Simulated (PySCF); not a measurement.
C₂H₅ClGeO, SMILES [Cl][GeH]1[CH2]O[CH2]1. Atoms are numbered in the order given.

```xyz
10

Cl    -2.0632    -0.4762     0.0000
Ge    -0.1025     0.4866     0.0000
C      1.3144    -0.3265     1.1470
O      2.1644    -0.4358     0.0000
C      1.3144    -0.3265    -1.1470
H     -0.3573     2.0092     0.0000
H      1.7945     0.2698     1.9385
H      1.0172    -1.3099     1.5560
H      1.0172    -1.3099    -1.5560
H      1.7945     0.2698    -1.9385
```

Geometry: B3LYP-D3(BJ)/def2-SVP. The structure was generated by enumeration, and PubChem lists no compound with its InChIKey, so it may never have been made.

The numbers are results of TDA-CAM-B3LYP/def2-SVPD in PySCF 2.14.0, not measurements.

Vertical excitations.  State labels are in the subgroup Cs.

Computed excitation energies, oscillator strengths and character:
```json
[
 {"state": "S1", "symmetry": "A'", "energy (eV)": "6.42", "λ (nm)": "193", "f": "0.026", "main pairs": "HOMO→LUMO 85 %"},
 {"state": "S2", "symmetry": "A\"", "energy (eV)": "6.51", "λ (nm)": "191", "f": "0.004", "main pairs": "HOMO→LUMO+1 94 %"},
 {"state": "S3", "symmetry": "A\"", "energy (eV)": "6.69", "λ (nm)": "185", "f": "0.017", "main pairs": "HOMO−1→LUMO 91 %"},
 {"state": "S4", "symmetry": "A'", "energy (eV)": "6.81", "λ (nm)": "182", "f": "0.014", "main pairs": "HOMO→LUMO+3 59 %, HOMO→LUMO+2 18 %"},
 {"state": "S5", "symmetry": "A'", "energy (eV)": "7.07", "λ (nm)": "175", "f": "0.007", "main pairs": "HOMO−2→LUMO 77 %"},
 {"state": "S6", "symmetry": "A'", "energy (eV)": "7.29", "λ (nm)": "170", "f": "0.008", "main pairs": "HOMO→LUMO+2 54 %, HOMO→LUMO+3 19 %, HOMO−1→LUMO+1 13 %"},
 {"state": "S7", "symmetry": "A\"", "energy (eV)": "7.48", "λ (nm)": "166", "f": "0.000", "main pairs": "HOMO−2→LUMO+1 80 %"},
 {"state": "S8", "symmetry": "A'", "energy (eV)": "7.52", "λ (nm)": "165", "f": "0.083", "main pairs": "HOMO−1→LUMO+1 61 %, HOMO→LUMO+2 12 %, HOMO−3→LUMO 9 %"},
 {"state": "S9", "symmetry": "A\"", "energy (eV)": "7.64", "λ (nm)": "162", "f": "0.066", "main pairs": "HOMO−1→LUMO+2 40 %, HOMO−1→LUMO+3 33 %, HOMO−2→LUMO+1 13 %"},
 {"state": "S10", "symmetry": "A'", "energy (eV)": "7.87", "λ (nm)": "157", "f": "0.047", "main pairs": "HOMO−2→LUMO+3 32 %, HOMO−3→LUMO 24 %, HOMO→LUMO+4 24 %"},
 {"state": "T1", "symmetry": "A'", "energy (eV)": "5.84", "λ (nm)": "212", "f": "0", "main pairs": "HOMO→LUMO 68 %, HOMO−2→LUMO 13 %"},
 {"state": "T2", "symmetry": "A\"", "energy (eV)": "6.00", "λ (nm)": "207", "f": "0", "main pairs": "HOMO−1→LUMO 54 %, HOMO→LUMO+1 31 %"},
 {"state": "T3", "symmetry": "A'", "energy (eV)": "6.30", "λ (nm)": "197", "f": "0", "main pairs": "HOMO→LUMO+3 45 %, HOMO−1→LUMO+1 18 %, HOMO→LUMO+2 13 %, HOMO→LUMO 8 %"},
 {"state": "T4", "symmetry": "A\"", "energy (eV)": "6.37", "λ (nm)": "195", "f": "0", "main pairs": "HOMO→LUMO+1 55 %, HOMO−1→LUMO 35 %"}
]
```
Triplets are in the Tamm–Dancoff approximation.
